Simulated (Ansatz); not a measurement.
`[CH3][InH][Br]` + `[Na][Br]` → `[Br][InH][Br]` + `[CH3][Na]` at 298.15 K and 1 bar (redistribution).

Program: Ansatz. Geometries: PBE0-D4/def2-TZVP. ΔE: electronic, gas phase. CBS: MP2 limit from def2 TZ/QZ plus the TZ coupled-cluster correction, frozen cores. Elements past krypton have def2 core potentials. For Br, In, Na outer-core shells are correlated without core-valence functions, which leaves a few kJ/mol of doubt a bond. Scalar relativity is left out up to krypton.

```
         species  CCSD(T)/CBS energy (Eh)  H − E (kJ/mol)  S (J/(mol·K))
`[CH3][InH][Br]`              -2803.63750           129.0          347.0
      `[Na][Br]`              -2735.48480            11.6          241.1
 `[Br][InH][Br]`              -5337.15310            35.8          336.1
     `[CH3][Na]`               -201.91112            98.2          243.1
```

H − E and S are ideal-gas, rigid-rotor, harmonic terms from PBE0-D4/def2-TZVP. 1 Eh = 2625.50 kJ/mol, R = 8.31446 J/(mol·K).

By hand: ΔE, ΔH, ΔS and ΔG.

ΔE = (-5337.15310) + (-201.91112) − (-2803.63750) − (-2735.48480) = 0.05808 Eh = 152.5 kJ/mol. Δ(H − E) = 35.8 + 98.2 − 129.0 − 11.6 = -6.6, so ΔH = 145.9 kJ/mol. ΔS = 336.1 + 243.1 − 347.0 − 241.1 = -8.9 J/(mol·K). ΔG = 145.9 − 298.15 × (-8.9)/1000 = 148.6 kJ/mol.

By hand: the equilibrium constant, and the temperature at which ΔG would vanish if ΔH and ΔS stayed fixed.

log₁₀ K = −ΔG/(RT ln 10) = -26.0. ΔH and −TΔS have one sign here, so there is no such temperature.

The number of gas molecules stays the same, so ΔS is small and ΔH decides. A doubt of 5 kJ/mol in ΔE shifts log₁₀ K by 0.9 here. Modes under 60 cm⁻¹, often nearly free rotors, make the harmonic entropy too high. These are equilibria of isolated gas molecules and say nothing of rates. Largest T1 diagnostic: 0.012 (customary marks: 0.02 for closed shells, 0.045 for open ones).
